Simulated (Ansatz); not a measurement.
Consider the atomization: `[NH2][Sn]([F])([F])[F]` → 3 F• + 2 H• + N• + Sn•.

Gas-phase electronic energies from Ansatz, PBE0-D4/def2-TZVP geometries. CCSD(T)/CBS is the MP2 limit (def2-TZVPP, def2-QZVPP) plus CCSD(T) − MP2 in def2-TZVPP, frozen cores. This one scheme is used for every species, atoms too. DFT in def2-TZVPP. HSE06 is defined as in plane-wave codes. Open shells (•) are unrestricted, without spin–orbit coupling. Spin–orbit coupling would lower the free atoms: a little for F; strongly for Sn. Elements past krypton have def2 core potentials. For Sn outer-core shells are correlated without core-valence functions, so the limit isn't a true one: a few kJ/mol of doubt a bond, and 10 to 20 or more in all where bonds break to atoms. One conformer a species, not always the lowest.

**Question.** What is ΔE at CCSD(T)/CBS? (Estimate.)

**Answer.** The calculation gave: +24.78 eV.

**Question.** What do these levels give: PBE-D4, r2SCAN-D4, CAM-B3LYP-D4, HSE06, HF/def2-TZVPP, SCS-MP2/def2-TZVPP? (Best estimate.)

**Answer.** Computed: PBE-D4 25.11, r2SCAN-D4 24.31, CAM-B3LYP-D4 24.50, HSE06 23.86, HF/def2-TZVPP 15.51, SCS-MP2/def2-TZVPP 24.11 eV.

Largest T1 diagnostic among the species: 0.014.

The D4 term adds +0.21 eV with B3LYP and +0.11 eV with PBE0; it sums over pairs of atoms, weighted by their polarisabilities, and B3LYP, whose exchange is more repulsive, gets the larger term. Leaving LDA and LC-ωPBE aside and taking each functional with its dispersion term where it has one, the values, not all of them listed here, spread over 2.37 eV, from BHLYP-D4 to PBE-D4. LDA lies +3.90 eV from PBE without D4, its usual overbinding.

B3LYP here is the variant with VWN-RPA as its local correlation; programs differ in this.

For atomizations the MP2-based limit and the directly extrapolated one differ by several kJ/mol either way, and by 10 to 25 for some Ge, Se and Sn compounds, so smaller differences from it don't rank the levels.
